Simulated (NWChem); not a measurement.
Species: SiHBr, singlet; SMILES Br[SiH]

Results from NWChem. Low-valent species are run as closed-shell singlets; no triplet was tried in these runs. The geometry was optimised at PBE0/def2-SVP. Level: PBE0/def2-SVP with SMD (1 M gas to 1 M solution), gas-phase geometry. Reactions with the solvent are ignored.

Q: What does the run give for solvent water? Quantities: solvation free energy (kcal/mol); cavity-dispersion-structure term (kcal/mol); dipole in solution (D).

A: 
```json
{
  "solvation free energy (kcal/mol)": "-1.2",
  "cavity-dispersion-structure term (kcal/mol)": "0.2",
  "dipole in solution (D)": "1.36"
}
```
